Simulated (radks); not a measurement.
The carbon ion C4+, [He]. All-electron calculation, non-relativistic Kohn-Sham, exchange-only LDA, spin-polarised, spherical densities, point nucleus. Program: a radial shooting solver on a logarithmic mesh with Libxc functionals. Every spin shell is full or empty, so the densities are truly spherical. Functionals are evaluated on that one density, not self-consistently. Rank these exchange functionals by their error against the exact value of the orbitals, and give that value: LDA, PBE, revPBE, RPBE, PW86, WC, AM05, SOGGA, B86b, G96, APBE, Tao-Mo, TASK.

Answer. Exact: -3.49162 hartree. From best to worst, with 100 (|E| - |E exact|)/|E exact| (equal figures are ties): PW86 +0.01, RPBE -0.09, TASK +0.16, G96 -0.17, Tao-Mo +0.21, APBE -0.22, revPBE -0.32, B86b -0.83, PBE -1.78, WC -3.77, SOGGA -6.32, AM05 -10.87, LDA -14.09.
